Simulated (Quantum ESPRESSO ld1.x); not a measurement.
ld1.x (Quantum ESPRESSO 7.5) input

```
 &input
    zed=73.0,
    iswitch=1,
    rel=1,
    dft='RXC-VWN',
    config='1s1 2s2 2p4 3d1',
    verbosity='high',
    prefix='ld1',
    max_out_wfc=37,
    file_charge='ld1.rho',
 /
```

It prints (banner and zero overlaps left out):

```
     Program LD1 v.7.5 starts

     --------------------------- All-electron run ----------------------------

     scalar relativistic calculation

     atomic number is 73.00
     dft =RXC-VWN   lsd =0 sic =0 latt =0  beta=0.20 tr2=1.0E-14
     Exchange-correlation= RXC-VWN
                           (   3   2   0   0   0   0   0)
     mesh =2113 r(mesh) = 100.03704 a.u. xmin = -8.00 dx = 0.00800
     1 Ry =  13.60569312 eV, c = 137.03599908

     n l     nl                  e(Ry)          e(Ha)          e(eV)
     1 0     1S 1( 1.00)   -5476.138229534   -2738.069114767 -74506.6562501
     2 0     2S 1( 2.00)   -1293.193104508    -646.596552254 -17594.7885287
     2 1     2P 1( 4.00)   -1198.396570105    -599.198285053 -16305.0159725
     3 2     3D 1( 1.00)    -490.516886969    -245.258443485  -6673.8222357

     final scf error:  3.7E-16 reached in  12 iterations

     Etot =  -14148.221990 Ry,   -7074.110995 Ha, -192496.366634 eV

     Ekin =   15821.770219 Ry,    7910.885109 Ha,  215266.150257 eV
     Encl =  -30672.362582 Ry,  -15336.181291 Ha, -417318.752649 eV
     Eh   =     836.054799 Ry,     418.027399 Ha,   11375.105023 eV
     Exc  =    -133.684425 Ry,     -66.842213 Ha,   -1818.869265 eV
```

Run on one thread of a shared host, so times are rough (Intel(R) Xeon(R) Processor @ 2.60GHz): 0.3 s of CPU time, 1.1 s wall, 12 iterations on 2113 mesh points.
